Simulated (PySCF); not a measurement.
**Pm(III) with more and more OH**

Computed with PySCF 2.14.0, PBE0, def2-SVP on the ligands, density fitting, scalar-relativistic core potentials, no spin-orbit coupling, vacuum. The metal has lcecp-1-SVP with ECP50. Each complex is relaxed within the symmetry of its template. Distances are means of the shortest metal–ligand contacts, charges and spins Mulliken's; removal energies are rigid, with the ligand's formal charge and no counterpoise, so too large; for an anion taken off a cation in vacuum most of it is the attraction of opposite charges, and multiply charged cations can part far more cheaply with an electron moved from ligand to metal. lcecp potentials hold a fixed number of 4f electrons in the core, out of states, spins and gaps.

```csv
complex,point group,M–OH (Å),charge on M (e),dipole (D),removal of one OH (eV),"strongest infrared band, degenerate modes summed (cm⁻¹)",unstable modes (below −25 cm⁻¹)
[Pm(OH)2]+,C2v,2.009,1.41,–,17.29,563,0
[Pm(OH)4]−,"S4, nearly Td",2.176,0.84,–,5.48,232,0
```

Task: What does the calculation give for Pm(OH)3?

Result: point group: C3v, M–OH (Å): 2.108, charge on M (e): 1.11, dipole (D): 0.72, removal of one OH (eV): 10.89, strongest infrared band, degenerate modes summed (cm⁻¹): 369, unstable modes (below −25 cm⁻¹): 0.
```xyz
7

Pm    0.0000    0.0000   -0.0905
O     2.0987    0.0000    0.1069
H     3.0429    0.0000    0.2607
O    -1.0493    1.8175    0.1069
H    -1.5214    2.6352    0.2607
O    -1.0494   -1.8175    0.1069
H    -1.5214   -2.6352    0.2607
```

The more ligands, the longer each bond and the weaker the last ligand is held.

One start shape was tried for each, so a minimum needn't be the lowest isomer.
